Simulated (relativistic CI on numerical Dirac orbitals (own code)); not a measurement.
# What each ingredient does to the levels of Hg75+

Base calculation: Dirac-Coulomb-Breit CI, separate exchange-only KLI orbitals for each configuration, model QED (radiative potential, 1s self-energy scaled to tabulated hydrogen-like ionisation energies), unscaled Slater integrals.

CI space (outside the closed core 1s2): 2s²2p, 2s2p², 2p³, 2p²3s, 2s²3s, 2p²3p, 2p²3d, 2s²3p, 2s²3d, 2s2p3s, 2s2p3p, 2s2p3d, 2s²4s, 2s²4p, 2s²4d, 2s²4f. Levels of other configurations are missing.

Variants: (1) QED terms removed; (2) non-relativistic limit. Shifts of the energy above 2s²2p ²P°1/2, in eV, for the lowest level and the first level of each name with at least 55 % of one term (blank where a level changes its place among those of its configuration and J or its character, or is not in the variant):

| Level | Base | Δ(1) | Δ(2) |
| --- | --- | --- | --- |
| 2s²2p ²P°1/2 | 0.0 | 0.0 | 0.0 |
| 2s²2p ²P°3/2 | 2098.0 | -1.0 | -2098.0 |
| 2s2p² ⁴P3/2 | 2319.3 | +22.8 | -2190.0 |
| 2s2p² ²D5/2 | 2361.9 | +22.8 |  |
| 2s2p² ²P1/2 | 2444.8 | +22.9 |  |
| 2s2p² ²D3/2 | 2446.6 | +22.9 | -2210.4 |
| 2s2p² ⁴P5/2 | 4435.4 | +21.3 |  |
| 2s2p² ²S1/2 | 4558.3 | +21.4 |  |
| 2s2p² ²P3/2 | 4558.9 | +21.4 | -4241.8 |
| 2p³ ⁴S°3/2 | 4811.0 | +45.8 |  |
| 2p³ ²D°5/2 | 4834.0 | +45.8 | -4357.5 |
| 2p³ ²P°1/2 | 4899.7 | +45.8 | -4363.6 |
| 2s²3s ²S1/2 | 12782.8 | -4.1 | -1584.0 |
| 2s²3p ²P°1/2 | 12884.9 | +3.3 | -1613.0 |

At this charge energies of transitions that change n are usually good to better than 1 %, and those within a shell (Δn = 0) to a few per cent.

Ionisation energy from the two ground configurations alone: base 22580.5 eV. The NIST ASD value (theoretical) is 22580 eV.

LS names give the leading component of a level, which can be under half, so a name can repeat, a term be missing and a line seem to break the LS rules.
